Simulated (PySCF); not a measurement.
Ti(OH)3(SH) (H4O3STi), SMILES [OH][Ti]([SH])([OH])[OH], multiplicity 1. Atoms are numbered in the order given.

```xyz
9

Ti     0.3376     0.1442     0.0536
O      1.2928    -0.1775    -1.4333
H      0.9320    -0.3352    -2.3239
O      1.1483    -0.6834     1.4313
H      1.1155    -0.3827     2.3577
O      0.1111     1.8951     0.3412
H      0.3562     2.6695    -0.1944
S     -1.8063    -0.7139    -0.2343
H     -1.3480    -1.9755     0.0159
```

The structure is a stationary point at PBE-D3(BJ)/def2-SVP. The spin state was assumed, not searched. The structure was generated by enumeration; whether it is a known compound was not checked. Other conformers were not sampled.

The numbers are results of PBE-D3(BJ)/def2-SVP (PySCF 2.14.0), not measurements.

Frequencies are harmonic and unscaled.

Task: Give all harmonic wavenumbers and intensities. (Estimate from the structure and the level; the computed values follow.)

Result: 
```tsv
mode	ν (cm⁻¹)	IR (km/mol)	moving atoms (share of kinetic energy)
1	109	15.6	O 41 %, H 40 %, S 14 %
2	132	6.5	O 43 %, S 24 %, H 22 %, Ti 11 %
3	162	11.9	O 42 %, H 32 %, Ti 14 %, S 12 %
4	180	10.0	O 54 %, H 26 %, Ti 12 %
5	199	33.8	H 59 %, O 28 %
6	217	12.6	O 65 %, H 27 %
7	252	168.6	H 79 %, O 18 %
8	298	29.9	H 81 %, O 17 %
9	315	66.1	H 70 %, O 18 %, S 11 %
10	390	56.9	S 34 %, H 31 %, Ti 27 %, O 8 %
11	429	85.6	H 72 %, O 27 %
12	454	210.6	H 64 %, O 23 %, Ti 10 %
13	506	127.4	H 79 %, O 19 %
14	508	37.9	H 84 %, S 10 %
15	718	99.2	O 81 %, Ti 13 %
16	784	151.0	O 57 %, Ti 36 %
17	794	151.6	O 54 %, Ti 37 %, H 9 %
18	2602	1.5	H 97 %
19	3754	200.8	H 94 %
20	3764	124.7	H 94 %
21	3776	194.7	H 94 %
```
